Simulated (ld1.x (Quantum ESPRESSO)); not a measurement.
## fluorine: one change to a TM potential, before and after

fluorine (F), norm-conserving Troullier–Martins (Kleinman–Bylander form), made with ld1.x (Quantum ESPRESSO) 7.5 (LDA (PZ), scalar-relativistic). Core [He], reference 2s2 2p5. Waves: 2p (bound): rc 0.95 bohr; 3d channel at 0.4 Ry: rc 0.90 bohr; 2s (bound): rc 0.85 bohr. Local part: the s channel. Core correction: none.

Change: wave 2s (bound): rc 0.85 bohr becomes 2s (bound): rc 0.54 bohr.

Cutoffs: the cutoffs (Ry, on a coarse ladder) from which the occupation-weighted sum of valence levels, in a spherical-Bessel basis at the reference potential, stays within 10 and 1 mRy of its value at 400 Ry; they do not see the model core or the augmentation charge, which bear on the density cutoff. Errors are all-electron minus pseudo energies relative to the spin-unpolarised reference configuration.

How do hardness, ghosts and transferability respond?

The number of tests with a reliable result goes from 9 to 8; of the 8 tests that both files solve, the error grows in 1 and shrinks in 2 by more than 15 % and 0.3 meV (median size 26.6 → 27.2 meV); neither file shows a bound ghost.

| quantity | base | changed |
| --- | --- | --- |
| cutoff, loose | 140 Ry | 230 Ry |
| cutoff, tight | 230 Ry | over 300 Ry |
| loose cutoff by channel (10 mRy a level) | p 110 Ry, s 80 Ry | p 110 Ry, s 200 Ry |
| bound ghosts | none | none |
| tests with a reliable result | 9 of 9 | 8 of 9 |
| error for 2s2 2p4, meV [ΔE 19.56 eV] | +3.0 | +1.6 |
| error for 2s2 2p3, meV [ΔE 58.07 eV] | +42 | +34 |
| error for 2s2 2p2, meV [ΔE 118.80 eV] | +204 | +182 |
| error for 2s1 2p5, meV [ΔE 38.21 eV] | +6.0 | +7.9 |
| error for 2s1 2p6, meV [ΔE 18.39 eV] | +20 | +21 |
| error for 2s2 2p1, meV [ΔE 204.67 eV] | +675 | +633 |
| error for 2s2 2p5.3, meV [ΔE -2.73 eV] | +0.4 | +0.3 |
| error for 2s2 2p5 (spin-polarised), meV [ΔE -0.38 eV] | +33 | +33 |
| s: phases at 1.05 bohr within 0.05 rad from the reference energy up to (Ry; the scan ends near 5) | to the end of the scan | to the end of the scan |
| p: phases at 1.05 bohr within 0.05 rad from the reference energy up to (Ry; the scan ends near 5) | to the end of the scan | to the end of the scan |
| d: phases at 1.05 bohr within 0.05 rad from the reference energy up to (Ry; the scan ends near 5) | to the end of the scan | to the end of the scan |
